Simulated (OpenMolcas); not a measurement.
## 5d³ along the 71-electron sequence

| Item | Value |
| --- | --- |
| Program | OpenMolcas 26.06 |
| Method | MS-CASPT2, IPEA 0.25 Eh, imaginary shift 0.1 Eh |
| Basis | ANO-RCC-VTZP |
| Scalar Hamiltonian | DKH2, point nucleus |
| Spin-orbit coupling | state interaction with AMFI integrals over the reference wave functions, term energies averaged over their components |

Active space for each ion: 3 electrons in 5 orbitals (5d); closed shells correlated by CASPT2: 5s 5p.

Computed levels in cm-1 above ⁴F_3/2:

```csv
Level,Ta2+,W3+,Re4+,Os5+,Ir6+,Pt7+
⁴F_5/2,2590,3650,4920,6550,8490,10520
⁴F_7/2,5050,6960,9110,11680,14640,17610
²P_1/2,9810,19610,24610,29690,35330,41120
²G_7/2,12690,16180,19620,23450,28030,32690
⁴P_5/2,14530,18080,21570,25520,29920,34420
⁴P_1/2,14950,12450,14930,17360,20030,22830
²H_11/2,18910,23650,28140,33140,39000,44900
²D_5/2(1),19120,24730,29920,35470,41770,48030
²F_7/2,24910,30890,36240,41790,48070,54450
weight of ⁴F in the lowest level (%),89,87,85,82,78,75
```

Mixed levels, with the weight of the term that names them: Ta2+ ²P_1/2 (55 %), Ta2+ ⁴P_1/2 (55 %), W3+ ²P_1/2 (59 %), W3+ ⁴P_1/2 (59 %), Re4+ ²P_1/2 (67 %), Re4+ ⁴P_1/2 (67 %), Os5+ ²P_1/2 (67 %), Os5+ ⁴P_1/2 (67 %), Ir6+ ²P_1/2 (67 %), Ir6+ ⁴P_1/2 (67 %), Pt7+ ²P_1/2 (67 %), Pt7+ ²G_7/2 (73 %), Pt7+ ⁴P_1/2 (67 %).

Measured, with the error of the calculation in %. Measured levels: W3+ from the list in J. Phys. B 45, 035001 (2012); Re4+ from the list in Brasseur, Gamrath and Quinet, At. Data Nucl. Data Tables 157, 101636 (2024); Os5+ from the list in Brasseur, Palmeri and Quinet, Atoms 13, 11 (2025).

| Level | W3+ | Re4+ | Os5+ |
| --- | --- | --- | --- |
| ⁴F_5/2 | 3537 (+3.2) | 4853 (+1.4) | 6397 (+2.3) |
| ⁴F_7/2 | 6745 (+3.2) | 8973 (+1.6) | 11444 (+2.0) |
| ²P_1/2 | 18365 (+6.8) | 23669 (+4.0) | 28860 (+2.9) |
| ²G_7/2 | 15261 (+6.0) | 19013 (+3.2) | 22920 (+2.3) |
| ⁴P_5/2 | 17190 (+5.2) | 20922 (+3.1) | 24828 (+2.8) |
| ⁴P_1/2 | 11773 (+5.8) | 14325 (+4.2) | 16772 (+3.5) |
| ²H_11/2 | 22223 (+6.4) | 27077 (+3.9) | 32156 (+3.0) |
| ²D_5/2(1) | 22766 (+8.6) | 28739 (+4.1) | 34418 (+3.1) |
| ²F_7/2 | 28412 (+8.7) | 34625 (+4.7) | 40447 (+3.3) |

The fine-structure level ⁴F_7/2 changes by a factor of 3.49 from Ta2+ to Pt7+. Its fourth root runs 8.43, 9.13, 9.77, 10.40, 11.00, 11.52, with steps per unit of Z of 0.70, 0.64, 0.63, 0.60, 0.52; equal steps would mean a (Z - σ)^4 law with constant σ.

²P_1/2 changes by a factor of 4.19 over the same range, with steps per unit of Z of +9800, +5000, +5080, +5640, +5790 cm-1.

CASPT2 does not keep the components of a term degenerate, so their means are used; among the terms shown or strongly mixed into the levels shown the widest spread is 890 cm-1 (5d³ ²P, W3+). Terms from blocks run as CI alone lack orbitals of their own. The CASPT2 spread within a term exceeds the gap to the next term for 5d³ ²P and 5d³ ²G, so the order of their levels is uncertain (figures for Ta2+; the like holds for W3+). Configurations with an s electron lie low in 5d ions of this charge, fall among these levels and mix in, so low-spin terms can stand far too high, up to twice their true height, and weights are not those of the real levels (holds for Ta2+). Measured partners are found by configuration, term and J. A level has none where our copy of the source lacks it or the pairing is in doubt (some pairs that miss far off the trend of their configuration count as doubtful), and it then counts in no deviation. Only configurations of the active space appear.

A number in round brackets counts repeated terms of one configuration in the order of the reference energies.
